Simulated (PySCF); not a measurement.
PySCF 2.14 output of a UHF calculation on a single atom or ion in cc-pVDZ-DK (4s3p1d, 18 functions), with the spin-free X2C one-electron Hamiltonian (Gaussian nucleus):

```
SCF conv_tol = 1e-09
number electrons alpha = 8  beta = 6
cycle= 1 E= -341.158212354675  delta_E= -0.00373  |g|= 0.0223  |ddm|= 0.0757
cycle= 2 E= -341.158699387251  delta_E= -0.000487  |g|= 0.00811  |ddm|= 0.0286
cycle= 3 E= -341.158774352841  delta_E= -7.5e-05  |g|= 0.000219  |ddm|= 0.0177
cycle= 4 E= -341.158774415466  delta_E= -6.26e-08  |g|= 3.72e-05  |ddm|= 0.00206
cycle= 5 E= -341.158774417401  delta_E= -1.94e-09  |g|= 4.01e-06  |ddm|= 0.00048
cycle= 6 E= -341.158774417421  delta_E= -1.96e-11  |g|= 2.03e-07  |ddm|= 4.81e-05
converged SCF energy = -341.158774417421  <S^2> = 2.0098097  2S+1 = 3.0065327
```

The run itself started from symmetry-adapted Hartree-Fock orbitals and held the occupation by maximum overlap, so the iterations belong to that start.

Question: Which element, charge and spin multiplicity is this?

Answer: P⁺ (phosphorus, charge +1), multiplicity 3; the state was [Ne] 3s2 3p2, high-spin 3P determinant.
